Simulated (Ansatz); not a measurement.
Gas-phase reaction in SMILES: N[Si](N)(Cl)Cl + H+ → N[Si]([NH3+])(Cl)Cl
Each molecule is optimised on its own at B3LYP-D3(BJ)/def2-TZVP (Ansatz, a quantum-chemistry and plane-wave program), one conformer each, not searched for the lowest. Frequencies are from Ansatz.
Geometry of the first species:
SMILES: N[Si](N)(Cl)Cl
```xyz
9

Si     0.0035    -0.3639     0.0078
Cl    -0.0753     0.8478    -1.6658
Cl     0.0581     0.9201     1.6277
N      1.3836    -1.3291     0.1763
N     -1.3574    -1.3621    -0.1183
H      1.5772    -2.0583    -0.4921
H      2.2193    -0.9647     0.6039
H     -2.1998    -1.0328    -0.5608
H     -1.5371    -2.0655     0.5810
```
Charge 0, spin multiplicity 1.

Property: proton affinity (enthalpy at 298 K, with B3LYP-D3(BJ) rigid-rotor harmonic-oscillator terms), positive where the reaction releases energy, in kcal/mol. Correlated levels leave the core frozen unless marked. No spin-orbit coupling. Non-relativistic. CBS(X,Y): correlation extrapolated as X^-3; Hartree-Fock from the larger set. The bracket is a focal-point correction in the basis named.

```tsv
level	program	proton affinity (kcal/mol)	minus last row
PBE-D3(BJ)/def2-TZVPD	Ansatz + dftd3	206.2	0.6
revPBE-D3(BJ)/def2-TZVPD	Ansatz + dftd3	209.6	4.0
revPBE-D4/def2-TZVPD	Ansatz + dftd4	207.8	2.2
r2SCAN-D3(BJ)/def2-TZVPD	Ansatz + dftd3	206.3	0.7
PBE0/def2-QZVPP	Ansatz	206.9	1.3
r2SCANh/def2-TZVPD	Ansatz	206.0	0.4
r2SCAN0-D4/def2-TZVPD	Ansatz + dftd4	205.9	0.3
RPA@PBE/cc-pV(Q+d)Z	Ansatz	210.2	4.6
RI-MP2/CBS(cc-pV(T+d)Z,cc-pV(Q+d)Z)	Ansatz	203.8	-1.8
SCS-MP2/6-31G	Ansatz	200.4	-5.2
SCS-MP2/cc-pV(D+d)Z	Ansatz	212.1	6.5
CCSD/6-31G*	Ansatz	207.4	1.8
CCSD/cc-pVTZ	Ansatz	208.9	3.3
CCSD(T)/6-31G*	Ansatz	207.5	1.9
RI-MP2/CBS(cc-pV(T+d)Z,cc-pV(Q+d)Z)+[CCSD(T)-MP2]/cc-pV(T+d)Z	Ansatz	205.6	0.0
```
